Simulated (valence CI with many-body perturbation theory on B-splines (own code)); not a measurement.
Results of a calculation; reference values are marked as such.
Hyperfine factors and g values of Kr XXXI

Level of theory: valence CI with perturbative core correlation (CI+MBPT): four valence electrons over a frozen Dirac-Fock core [He], radial functions for each j: 11 s, 11 p, 10 d, 8 f, 5 g, 2 h, with the one-electron correlation potential Σ1, the two-electron term Σ2, the three-electron term Σ3, Breit, model QED; selected CI, second order for the rest, scaled by the run's own slope (own B-spline code, finite nucleus).

No measured spectrum was set against this ion. As an estimate, large intervals hold to a few tenths of a per cent, small ones and those within an open d or f shell to about a per cent. Among the levels kept, up to 1100 cm⁻¹ of a level comes from second order outside the variational space, and about a tenth of that is noise between levels of different J, which matters for small intervals.

A/g_I is the dipole constant over the nuclear g factor μ/I (μ in nuclear magnetons, uniformly magnetised nucleus), B/Q the quadrupole constant per barn. Both hold the static response of the core; the bare values leave it out. Large factors of s and p1/2 electrons are usually good to 5 to 10 %; those of open d and f shells near neutrality can be off by tens of per cent, and small factors of p3/2, d and f electrons come from cancelling terms and can be off by a factor of two or in sign, in half-filled shells by more. B is blank for J = 1/2, where it vanishes, and for nearly pure S terms. Energies count from the lowest level. Levels with J = 0 are left out.

Levels are named by their leading jj configuration (3d3/2^4 stands for four electrons in 3d with j = 3/2), which in mixed levels can hold well under half, so a name can repeat and another be missing. Letters in brackets count levels of one name in rising energy.

```csv
Level,E (Ry),g,A/g_I (MHz),A/g_I bare,B/Q (MHz/b),B/Q bare
(2s^2 2p1/2 2p3/2) J=1,3.61,1.494,-13100,-7930,76400,76700
(2s^2 2p1/2 2p3/2) J=2,4.36,1.237,170000,172000,77300,77500
(2s^2 2p3/2^2) J=2,8.52,1.248,90700,93200,74600,74800
(2s 2p1/2^2 2p3/2) J=2,10.71,1.839,383000,384000,49100,49300
(2s 2p1/2^2 2p3/2) J=1,13.95,0.891,-200000,-192000,136000,136000
(2s 2p1/2 2p3/2^2) J=2 [a],15.07,1.364,313000,310000,175000,176000
(2s 2p1/2 2p3/2^2) J=3,16.26,1.326,374000,372000,-297,-313
(2s 2p1/2 2p3/2^2) J=1 [a],18.23,1.275,220000,221000,-141000,-141000
(2s 2p1/2 2p3/2^2) J=2 [b],18.81,1.204,86100,90600,-137000,-137000
(2s 2p1/2 2p3/2^2) J=1 [b],19.61,1.554,238000,242000,26400,26400
(2s 2p3/2^3) J=2,22.15,1.231,375000,370000,-89500,-89800
(2s 2p3/2^3) J=1,24.52,1.250,-192000,-181000,-19800,-19800
(2p1/2^2 2p3/2^2) J=2,27.73,1.384,71500,78200,54200,54300
(2p1/2 2p3/2^3) J=1,31.73,1.494,-22000,-12900,-75000,-75200
(2p1/2 2p3/2^3) J=2,32.63,1.101,178000,179000,-205000,-206000
(2s^2 2p1/2 3s) J=1,148.15,1.347,439000,434000,-10000,-10000
(2s^2 2p1/2 3p1/2) J=1,150.48,0.669,301000,298000,-2160,-2160
(2s^2 2p1/2 3p3/2) J=1,152.09,1.467,-44200,-42800,21400,21500
(2s^2 2p1/2 3p3/2) J=2,152.23,1.173,135000,135000,34800,34900
(2s^2 2p3/2 3s) J=2,152.47,1.494,165000,166000,155000,155000
(2s^2 2p3/2 3s) J=1,152.77,1.138,5330,10800,87600,87900
(2s^2 2p1/2 3d3/2) J=2,154.46,0.756,128000,127000,14100,14200
(2s 2p1/2^2 3s) J=1,154.64,2.260,754000,745000,-8060,-8080
(2s^2 2p1/2 3d5/2) J=2,155.32,1.265,-66000,-65500,279,392
(2s^2 2p1/2 3d3/2) J=1,155.33,0.808,-85400,-84800,1140,1190
(2s^2 2p1/2 3d5/2) J=3,155.35,1.115,81300,80600,-5.17,139
(2s^2 2p3/2 3p1/2) J=1,155.38,1.398,85500,89600,70700,71000
(2s^2 2p3/2 3p1/2) J=2,155.58,1.239,100000,102000,120000,120000
(2s^2 2p3/2 3p3/2) J=3,156.20,1.331,63800,65800,200000,200000
(2s^2 2p3/2 3p3/2) J=1,156.26,1.499,62400,65100,-68300,-68500
(2s^2 2p3/2 3p3/2) J=2,157.07,1.310,132000,133000,57200,57300
```

Q: Take the isotope of mass number 85, with I = 9/2, μ = -1.0055 μN and Q = 0.443 b. What is the hyperfine structure of (2s 2p1/2 2p3/2^2) J=1 [a]?

A: From the table A = -49200 MHz, B = -62400 MHz. Shifts from the centre of gravity in MHz: F = 7/2: 242000, F = 9/2: 90800, F = 11/2: -237000.
